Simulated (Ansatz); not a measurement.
This geometry of C₃H₆OSi (11 atoms, charge 0, multiplicity 1) is a first-order saddle point.

Level of theory: UKS PBE-D4/6-31G* in Ansatz 0.2.0.

```xyz
11
Properties=species:S:1:pos:R:3
C -1.493 0.737 2.446
C -0.717 0.183 1.579
Si 0.486 -0.785 0.525
C 0.659 0.112 -1.158
O -0.576 0.148 -1.887
H -1.320 1.146 1.156
H 1.789 -0.850 1.268
H -0.060 -2.163 0.328
H 1.111 1.120 -1.036
H 1.361 -0.467 -1.784
H -1.175 0.762 -1.416
```

**Question.** Which two structures does it join? (They come from a converged band through this point; their orientation in space is the band's.)

**Answer.** Bonds formed: C2–H6.

First end point:

```xyz
11
Properties=species:S:1:pos:R:3
C -1.516 0.894 1.814
C -0.657 0.163 1.332
Si 0.605 -0.838 0.447
C 0.780 0.019 -1.256
O -0.515 0.228 -1.834
H -2.267 1.513 2.273
H 1.883 -0.854 1.238
H 0.094 -2.238 0.295
H 1.361 0.963 -1.167
H 1.333 -0.630 -1.957
H -1.036 0.723 -1.165
```

Last end point:

```xyz
11
Properties=species:S:1:pos:R:3
C -1.340 1.522 1.705
C -0.682 0.467 1.359
Si 0.507 -0.724 0.540
C 0.719 0.020 -1.211
O -0.568 0.273 -1.781
H -1.733 0.139 1.794
H 1.770 -0.808 1.348
H -0.164 -2.059 0.498
H 1.362 0.927 -1.186
H 1.219 -0.707 -1.873
H -1.024 0.894 -1.172
```

**Question.** How far does it lie above each of them?

**Answer.** 204.4 kJ/mol above the first and 12.5 kJ/mol above the second. This is the barrier of this one path; another mechanism may lie lower.

Run time: 3.3 min on 2 threads of Arm Neoverse V2, on a shared host, peak memory 0.16 GiB.
